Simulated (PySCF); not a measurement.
Interval between two levels of Pd⁺ by level of theory

Pd⁺ [Kr] 4d9 [2D5/2, M_J = 5/2] → Pd⁺ [Kr] 4d8 5p1 [4G11/2, M_J = 11/2], as a difference of total energies. All numbers are calculated (PySCF 2.14, the two-component X2C-1e Hamiltonian, in x2c-TZVPall-2c). Correlated levels: [Ar] 3d10 frozen; the 6 highest virtual spinors dropped. "Screened" scales the spin-orbit matrix elements by Boettger's factors to mimic the two-electron term; Breit and QED terms are absent.

| method | interval between two levels (cm⁻¹) |
| --- | --- |
| GHF (spin-free) | 59742 |
| GMP2 (spin-free) | 67576 |
| GHF (screened spin-orbit) | 59357 |
| GMP2 (screened spin-orbit) | 67219 |

The labels give the starting determinants; with spin-orbit coupling the two ends relaxed to ⟨J²⟩ = 8.78, ⟨L²⟩ = 6.04, ⟨S²⟩ = 0.77 and ⟨J²⟩ = 35.76, ⟨L²⟩ = 20.08, ⟨S²⟩ = 3.75.
